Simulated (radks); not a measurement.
Values are calculated unless marked as measured or tabulated.
Problem. The tantalum ion Ta5+, 68 electrons, occupied as [Xe] 4f(5/2: 6, 7/2: 7) 5d(3/2: 1, 5/2: 0) (not the ground configuration). Level of theory: Dirac Kohn-Sham, BLYP, spin-unpolarised, spherical densities, finite nucleus; Fermi nuclear charge, rms radius 5.3507 fm (a radial shooting solver on a logarithmic mesh with Libxc functionals). Some entries of the table are withheld. Estimate them.

| orbital | occ. | eigenvalue (hartree) | <1/r> (bohr^-1) | <r> (bohr) |
|---|---|---|---|---|
| 1s1/2 | 2 | -2474.289 | 85.40 | 0.01867 |
| 2s1/2 | 2 | -426.9460 | 20.74 | 0.07835 |
| 2p1/2 | 2 | (1) | 20.71 | (2) |
| 2p3/2 | 4 | (3) | 17.50 | (4) |
| 3s1/2 | 2 | -99.76716 | 7.611 | 0.2043 |
| 3p1/2 | 2 | -91.43171 | 7.528 | 0.1943 |
| 3p3/2 | 4 | -81.38227 | 6.698 | 0.2088 |
| 3d3/2 | 4 | -67.27107 | (5) | 0.1829 |
| 3d5/2 | 6 | -65.08224 | (6) | 0.1874 |
| 4s1/2 | 2 | -22.32723 | (7) | 0.4580 |
| 4p1/2 | 2 | -18.88605 | 3.092 | 0.4636 |
| 4p3/2 | 4 | -16.55931 | 2.803 | 0.4964 |
| 4d3/2 | 4 | -10.89367 | 2.589 | 0.5142 |
| 4d5/2 | 6 | -10.46432 | 2.520 | 0.5254 |
| 5s1/2 | 2 | -4.93445 | 1.260 | 1.071 |
| 5p1/2 | 2 | -3.89102 | 1.144 | (8) |
| 5p3/2 | 4 | -3.52624 | 1.049 | (9) |
| 4f5/2 | 6 | -3.39883 | 2.068 | 0.6089 |
| 4f7/2 | 7 | -3.32225 | 2.040 | 0.6176 |
| 5d3/2 | 1 | -2.09966 | 0.8050 | 1.594 |
| 5d5/2 | 0 | -2.05733 | 0.7868 | 1.627 |

Solution. 
(1) 2p1/2 eigenvalue (hartree): -408.2363
(2) 2p1/2 <r> (bohr): 0.06487
(3) 2p3/2 eigenvalue (hartree): -361.5485
(4) 2p3/2 <r> (bohr): 0.07271
(5) 3d3/2 <1/r> (bohr^-1): 6.591
(6) 3d5/2 <1/r> (bohr^-1): 6.394
(7) 4s1/2 <1/r> (bohr^-1): 3.201
(8) 5p1/2 <r> (bohr): 1.165
(9) 5p3/2 <r> (bohr): 1.251
